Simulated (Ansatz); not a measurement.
Basis-set extrapolation for CH$_{6}$BNO (`BOCN`) (PBE0-D4/def2-TZVP geometry, frozen core, the Gaussian-basis code of Ansatz). Multiplicity 1, RHF reference.

```tsv
	def2-TZVPP	def2-QZVPP
HF	-195.466110	-195.475846
MP2 correlation	-0.727684	-0.779645
CCSD(T) correlation	-0.787983	not run
```

Energies in hartree. Use E(X) = E(∞) + A·exp(−7.88·√X) for Hartree–Fock and E(X) = E(∞) + B·X^(−2.97) for correlation, with X = 3 and 4, and add CCSD(T) minus MP2 of the smaller set to the MP2 limit.

Question: What is the CCSD(T) energy at the basis-set limit?

Answer: HF limit: -195.475846 + (-0.009736) × 0.13774 = -195.47719. MP2 limit: -0.779645 + (-0.051961) × 0.74074 = -0.81813. Higher-order term: -0.787983 − (-0.727684) = -0.06030. Total: -196.35562 hartree, 266.6 kJ/mol below CCSD(T)/def2-TZVPP.
